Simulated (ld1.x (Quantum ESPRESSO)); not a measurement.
**Ti (Z = 22), PAW: configuration errors across variants**

```json
{
  "Element": "titanium",
  "Generator": "ld1.x (Quantum ESPRESSO) 7.5",
  "Type": "PAW",
  "Functional": "PBEsol",
  "Relativity": "scalar-relativistic",
  "Frozen core": "[Ne]",
  "Valence charge": "12",
  "Reference configuration": "3s2 3p6 3d3 4s1 4p0",
  "Partial waves": "3s (bound): rcut 1.40, rcutus 1.50 bohr; 4s (bound): rcut 1.40, rcutus 1.50 bohr; 3p (bound): rcut 1.55, rcutus 2.10 bohr; 4p (bound, empty): rcut 1.55, rcutus 2.10 bohr; 3d (bound): rcut 1.65, rcutus 2.05 bohr; 3d channel at 0.3 Ry: rcut 1.65, rcutus 2.05 bohr",
  "Local potential": "all-electron potential smoothed inside 1.15 bohr (lloc = -2)",
  "Core correction": "a·sin(br)/r model core, default radius (ld1.x builds one for every PAW set, though the input has nlcc=.false.)",
  "Augmentation charge": "PSQ, inside the norm-conserving radii"
}
```

All-electron excitation energies from the reference (eV): (1) 3s2 3p6 3d2 4s2 4p0 -1.102; (2) 3s2 3p6 3d2 4s1 4p0 6.257; (3) 3s2 3p6 3d2 4s0 4p0 19.728; (4) 3s2 3p6 3d2 4s0 4p1 10.036; (5) 3s2 3p6 3d1 4s2 4p1 3.595; (6) 3s2 3p6 3d2 4s1 4p1 1.991; (7) 3s2 3p6 3d1 4s2 4p0 8.661.

The overlap operator is not positive definite (basis up to 400 Ry) in “base”, “waves 3d (bound): rcut 1.52, rcutus 1.62 bohr; 3d channel at 0.3 Ry: rcut 1.52, rcutus 1.62 bohr”, “waves 3d (bound): rcut 1.65, rcutus 1.84 bohr; 3d channel at 0.3 Ry: rcut 1.65, rcutus 1.84 bohr”, “waves 3d (bound): rcut 1.65, rcutus 2.10 bohr; 3d channel at 0.3 Ry: rcut 1.65, rcutus 2.10 bohr”, “waves 3d (bound): rcut 1.65, rcutus 2.38 bohr; 3d channel at 0.3 Ry: rcut 1.65, rcutus 2.38 bohr”, “waves 3d (bound): rcut 1.65, rcutus 2.52 bohr; 3d channel at 0.3 Ry: rcut 1.65, rcutus 2.52 bohr”, “waves 3d (bound): rcut 1.65, rcutus 2.80 bohr; 3d channel at 0.3 Ry: rcut 1.65, rcutus 2.80 bohr”, “waves 3d (bound): rcut 1.65, rcutus 3.10 bohr; 3d channel at 0.3 Ry: rcut 1.65, rcutus 3.10 bohr”. Such files are unfit for use, however small their errors in these radial tests.

Tests that are not counted but printed errors over 1 eV. “waves 3d (bound): rcut 1.65, rcutus 3.10 bohr; 3d channel at 0.3 Ry: rcut 1.65, rcutus 3.10 bohr”: 3s2 3p6 3d2 4s0 4p0 (solver errors, printed error -33.7 eV).

Errors AE − PS in meV (a dash: test not solved or not reliable):

| change | (1) | (2) | (3) | (4) | (5) | (6) | (7) | bound ghosts |
| --- | --- | --- | --- | --- | --- | --- | --- | --- |
| base | -59 | -49 | -48 | +125 | -75 | +13 | -498 | not determined (overlap not positive) |
| waves 3d (bound): rcut 1.52, rcutus 1.62 bohr; 3d channel at 0.3 Ry: rcut 1.52, rcutus 1.62 bohr | -50 | -41 | -41 | +136 | -5.5 | +22 | -441 | not determined (overlap not positive) |
| waves 3d (bound): rcut 1.65, rcutus 1.84 bohr; 3d channel at 0.3 Ry: rcut 1.65, rcutus 1.84 bohr | -21 | -16 | -14 | +173 | +280 | +54 | -201 | not determined (overlap not positive) |
| waves 3d (bound): rcut 1.65, rcutus 2.10 bohr; 3d channel at 0.3 Ry: rcut 1.65, rcutus 2.10 bohr | -59 | -48 | -47 | +125 | -74 | +13 | -498 | not determined (overlap not positive) |
| waves 3d (bound): rcut 1.65, rcutus 2.38 bohr; 3d channel at 0.3 Ry: rcut 1.65, rcutus 2.38 bohr | -61 | -49 | -47 | +126 | -80 | +13 | -509 | not determined (overlap not positive) |
| waves 3d (bound): rcut 1.65, rcutus 2.52 bohr; 3d channel at 0.3 Ry: rcut 1.65, rcutus 2.52 bohr | -62 | -50 | -47 | +128 | -83 | +13 | -517 | not determined (overlap not positive) |
| waves 3d (bound): rcut 1.65, rcutus 2.80 bohr; 3d channel at 0.3 Ry: rcut 1.65, rcutus 2.80 bohr | -18 | -7.1 | -2.4 | +192 | +100 | +63 | -367 | not determined (overlap not positive) |
| waves 3d (bound): rcut 1.65, rcutus 3.10 bohr; 3d channel at 0.3 Ry: rcut 1.65, rcutus 3.10 bohr | -109 | -96 | – | +62 | -253 | -40 | -683 | not determined (overlap not positive) |

(1) Give the same row for: waves 3d (bound): rcut 1.20, rcutus 1.28 bohr; 3d channel at 0.3 Ry: rcut 1.20, rcutus 1.28 bohr.

## Answers

(1) -53, -43, -42, +132, -29, +19, -458; bound ghosts: not determined (overlap not positive). Its overlap operator is not positive definite in a basis up to 400 Ry (lowest eigenvalue s -0.08, p -4.33), so the file is unfit for use: the generalised eigenproblem breaks down once the basis is large enough, and its test numbers describe a broken file.
